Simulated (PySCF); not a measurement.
# Reading the logs of faulty runs: BClH2OSi

Calculated results; nothing here was measured. They come from PySCF 2.14.0, an open-source quantum chemistry program, on an isolated molecule that a program drew, which may never have been made. The molecule is BClH2OSi (charge 0, singlet), drawn as the SMILES string `B[Si](=O)Cl`.

Each row is a Hartree-Fock (HF) and frozen-core CCSD(T) single point in the cc-pV(D+d)Z basis, meant for a local HF minimum. Run 1 is clean. Each other run has one planted mistake out of seven kinds, and not every kind appears here: one electron removed, one electron added, multiplicity raised by two, geometry at a saddle point, minimal basis STO-3G, one bond length entered in bohr, all coordinates scaled. The reference is restricted for singlets and unrestricted otherwise, and also for a bond in bohr. Adding or removing an electron swaps singlet and doublet. Electrons count all cores. HOMO and LUMO are orbital energies over both spins, the gradient is its largest component, and the lowest frequency (negative if imaginary) is given only where the gradient is small. Bond lengths are over the 5 bonds as drawn. T1 is the CCSD diagnostic: over 0.02 (restricted) or 0.045 (unrestricted) a single reference is doubtful.

Geometry of the clean run:
```xyz
6
BClH2OSi, angstrom
B    -0.8827   -0.8421    0.5697
Si   -1.4636    1.0819    0.6584
O    -0.8334    2.2771    0.0242
Cl   -3.1464    1.1673    1.8147
H    -1.3012   -1.5533   -0.2933
H    -0.1314   -1.2776    1.3892
```

| run | electrons | basis functions | <S^2> | HOMO (eV) | LUMO (eV) | gradient (hartree/bohr) | lowest frequency (cm^-1) | mean bond (Å) | longest bond (Å) | T1 | HF (hartree) | CCSD(T) (hartree) | mistake |
|---|---|---|---|---|---|---|---|---|---|---|---|---|---|
| 1 | 46 | 84 | 0.000 | -11.84 | 0.43 | 2.6e-05 | 151 | 1.5872 | 2.044 | 0.0199 | -849.17530 | -849.71590 | no fault |
| 2 | 45 | 84 | 0.761 | -18.44 | -6.86 | 1.1e-01 | - | 1.5872 | 2.044 | 0.0351 | -848.84334 | -849.33338 | one electron removed |
| 3 | 46 | 84 | 2.032 | -6.99 | -1.50 | 1.6e-01 | - | 1.5872 | 2.044 | 0.0844 | -849.05662 | -849.58596 | multiplicity raised by two |
| 4 | 46 | 84 | 1.427 | -8.88 | 0.77 | 1.7e-02 | - | 1.8528 | 2.821 | 0.0505 | -849.00684 | -849.49409 | ? |

**Which mistake was planted in run 4, and what did it cost?**

The mean bond changes by a factor of 1.167 and the longest by 1.380, so the molecule wasn't scaled as a whole. A length L in bohr read as angstrom grows by (1/0.5292 - 1) L = 0.890 L. The 5 bonds together grew by 5 x 0.2656 = 1.328 Å, which gives L = 1.493 Å. That is bond Si2-O3, 1.493 Å in the clean geometry. So the mistake is: one bond length entered in bohr. Subtracting run 1 and multiplying by 627.51 kcal/mol a hartree, the energy moved by 105.7 kcal/mol in HF and 139.2 kcal/mol in CCSD(T).

Cautions from the logs. Run 3: T1 is over the limit, so its CCSD(T) energy is less reliable; run 4: T1 is over the limit, so its CCSD(T) energy is less reliable.
